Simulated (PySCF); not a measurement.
# N⁺: ionisation energy

N⁺ [He] 2s2 2p2 (3P) → N²⁺ [He] 2s2 2p1 (2P), as a difference of total energies. Calculation: PySCF 2.14, in ANO-RCC-VTZP (4s3p2d1f, 30 functions); the spin-free X2C one-electron Hamiltonian (Gaussian nucleus). Correlated levels: valence: 1s2 frozen. The calculations carry no spin-orbit coupling.

| method | ionisation energy (eV) | difference from reference (eV) |
| --- | --- | --- |
| UHF | 29.211 | -0.390 |
| MP2 (valence) | 29.629 | +0.028 |
| SCS-MP2 (valence) | 29.492 | -0.109 |
| CCSD (valence) | 29.473 | -0.128 |
| CCSD(T) (valence) | 29.489 | -0.112 |
| CCSDT (valence) | 29.491 | -0.110 |

Reference: 29.601 eV (semi-empirical (NIST evaluation); NIST Atomic Spectra Database, ionization energies).

Errors of the correlated levels include the incompleteness of this basis and the frozen core.
